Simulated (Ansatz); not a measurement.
Start from `F[Si](F)(F)[SiH](Cl)Cl` and change one atom or group to get `F[Si](F)(F)[AlH2]`.

Ansatz, PBE0-D4/def2-TZVP geometries, multiplicity 1. Each molecule was computed in one conformer, which needn't be the lowest.

| property | `F[Si](F)(F)[SiH](Cl)Cl` |
| --- | --- |
| LUMO energy (PBE0/def2-TZVPP) / eV | -1.08 |
| size of the dipole moment (PBE/def2-TZVPP) / D | 1.27 |
| HOMO–LUMO gap (B3LYP/def2-TZVPP) / eV | 7.53 |
| HOMO–LUMO gap (PBE0/def2-TZVPP) / eV | 7.91 |
| HOMO energy (PBE/def2-TZVPP) / eV | -7.65 |
| LUMO energy (PBE/def2-TZVPP) / eV | -1.92 |

Problem. What does the change do to each property? (Best estimate.)

Solution. The calculation gave: 
```csv
property,`F[Si](F)(F)[AlH2]`,shift
LUMO energy (PBE0/def2-TZVPP) / eV,-2.68,-1.60
size of the dipole moment (PBE/def2-TZVPP) / D,2.16,0.89
HOMO–LUMO gap (B3LYP/def2-TZVPP) / eV,5.48,-2.05
HOMO–LUMO gap (PBE0/def2-TZVPP) / eV,5.87,-2.04
HOMO energy (PBE/def2-TZVPP) / eV,-7.30,0.35
LUMO energy (PBE/def2-TZVPP) / eV,-3.44,-1.52
```

With PBE0 the HOMO rises by 0.43 eV and the LUMO falls by 1.60 eV, so the gap narrows by about 2.03 eV. PBE moves the HOMO by 0.35 eV and ωB97M-V by 0.46 eV. Dipoles are sizes alone; their direction can turn.

B3LYP here is the variant with VWN-RPA as its local correlation; programs differ in this.
